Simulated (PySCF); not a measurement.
## Electron correlation in Cu⁺ (copper, charge +1)

[Ar] 3d9 4s1, high-spin 3D determinant (an excited configuration). All numbers are calculated (PySCF 2.14, scalar relativity through the core potential, in aug-cc-pVTZ-PP with one added diffuse shell each of s, p, d, f, g type with ECP10MDF (7s7p6d4f3g, 113 functions)). Frozen: 3s2 3p6; 10 electrons correlated.

MP2 pair energies summed by pair of shells (mhartree):

```csv
pair,energy,share (%)
3d-3d,-360.99,92.4
3d-4s,-29.56,7.6
```

Total MP2 correlation energy: -390.55 mhartree.

Same-spin part -143.38 and opposite-spin part -247.16 mhartree; SCS-MP2 scales them by 1/3 and 6/5 to -344.39 mhartree.
